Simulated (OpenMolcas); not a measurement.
**Computed transition rates of Se**

```json
{
 "Program": "OpenMolcas",
 "Method": "SS-CASPT2, IPEA 0.25 Eh, imaginary shift 0.1 Eh (closed shells correlated: 3d 4s)",
 "Basis": "ANO-RCC-VTZP [6s5p3d1f]",
 "Scalar Hamiltonian": "DKH2, point nucleus",
 "Active space": "4 electrons in 3 orbitals (4p)",
 "State averaging": "2S+1 = 3 even, 3 roots; 2S+1 = 1 even, 6 roots",
 "Spin-orbit coupling": "RASSI with atomic mean-field integrals over the reference wave functions, term energies averaged over their components"
}
```

Rates come from the transition moments of the reference wave functions (E1 and E2 in the length form). At fixed line strength A goes as λ^-3 for E1 and M1 and as λ^-5 for E2, so a rate at the computed wavelength can be rescaled to the measured one. Measured vacuum wavelengths follow from level energies in NIST Handbook of Basic Atomic Spectroscopic Data. Branching counts decays inside the model space alone, at computed energies, and the table is only a selection of the E2 and M1 lines, drawn from those between levels with measured partners whose computed energy lies within a factor of 1.5 of the measured one.

```csv
Upper,Lower,Type,λ computed (nm),λ measured (nm),A computed (s-1),A rescaled (s-1),Branching %
4s² 4p⁴ ³P₀,4s² 4p⁴ ³P₁,M1,17450,18350,1.01e-02,8.69e-03,98.6
4s² 4p⁴ ³P₁,4s² 4p⁴ ³P₂,M1,5455,5026,1.37e-01,1.75e-01,100.0
4s² 4p⁴ ³P₀,4s² 4p⁴ ³P₂,E2,4156,3946,1.42e-04,1.84e-04,1.4
4s² 4p⁴ ¹D₂,4s² 4p⁴ ³P₁,M1,1236,1318,1.05e-01,,15.3
4s² 4p⁴ ¹D₂,4s² 4p⁴ ³P₂,M1,1008,1044,5.71e-01,,83.5
4s² 4p⁴ ¹D₂,4s² 4p⁴ ³P₂,E2,1008,1044,7.72e-03,,1.1
4s² 4p⁴ ¹S₀,4s² 4p⁴ ¹D₂,E2,733.3,777,3.35e+00,2.51e+00,31.3
4s² 4p⁴ ¹S₀,4s² 4p⁴ ³P₁,M1,460.3,488.8,7.12e+00,,66.6
4s² 4p⁴ ¹S₀,4s² 4p⁴ ³P₂,E2,424.5,445.5,2.23e-01,,2.1
```

Spin-changing lines and M1 lines between different terms are not rescaled, since their strength hangs on the term gaps too.

The largest correction is for 4s² 4p⁴ ¹S₀ → 4s² 4p⁴ ¹D₂ (E2): 3.35e+00 × (733.3 / 777)^5 = 2.51e+00 s-1, a factor of 0.75.

The computed rate and branching of 4s² 4p⁴ ³P₁ → 4s² 4p⁴ ³P₂ give the upper level a radiative lifetime of 1.000 / 1.37e-01 s-1 = 7.30e+00 s, counting decays inside the model space alone. The rescaled rate gives about 5.7e+00 s.

No measured rate stands beside these. Rescaling mends the energy factor alone: line strengths can still be far off where a level mixes with configurations outside the active space, and weak or spin-changing lines hang on small mixing coefficients that depend on the term gaps too, so rescaling need not improve them.

CASPT2 does not keep the components of a term degenerate, so their means are used; among the terms shown or strongly mixed into the levels shown the widest spread is 170 cm-1 (4s² 4p⁴ ¹D). With the s shell closed, the reference lacks s² → p² mixing. Computed and measured levels are paired by configuration, term and J; levels that our copy of the source lacks, or whose pairing is in doubt (as where it misses far off the trend of its configuration), stay unpaired. Levels of configurations outside the active space are missing.
